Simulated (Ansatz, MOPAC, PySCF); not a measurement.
System: SiCl, charge 0, multiplicity 2. SMILES: [Si]Cl
Geometry: optimised at B3LYP-D3(BJ)/def2-TZVP (Ansatz, an electronic-structure program).

Unscaled harmonic wavenumbers (cm⁻¹) in rising order, each level at the stationary point that it reaches from this structure (no distance between atoms moves by over 0.3 Å); the order of modes can differ between levels, and a negative number is imaginary. B3LYP-D3(BJ)/def2-TZVP (PySCF, at the structure above): 512.

AM1 (MOPAC): 489. Zero-point energy 0.7 against 0.7 kcal/mol; where all levels lie over 400 cm⁻¹, the wavenumbers are on average 0.956 times those of B3LYP-D3(BJ)/def2-TZVP.

PM3 (MOPAC): 437. Zero-point energy 0.6 against 0.7 kcal/mol; where all levels lie over 400 cm⁻¹, the wavenumbers are on average 0.855 times those of B3LYP-D3(BJ)/def2-TZVP.

HF/6-31G* (Ansatz): 530. Zero-point energy 0.8 against 0.7 kcal/mol; where all levels lie over 400 cm⁻¹, the wavenumbers are on average 1.036 times those of B3LYP-D3(BJ)/def2-TZVP.

B3LYP/6-31G* (Ansatz): 507. Zero-point energy 0.7 against 0.7 kcal/mol; where all levels lie over 400 cm⁻¹, the wavenumbers are on average 0.991 times those of B3LYP-D3(BJ)/def2-TZVP.
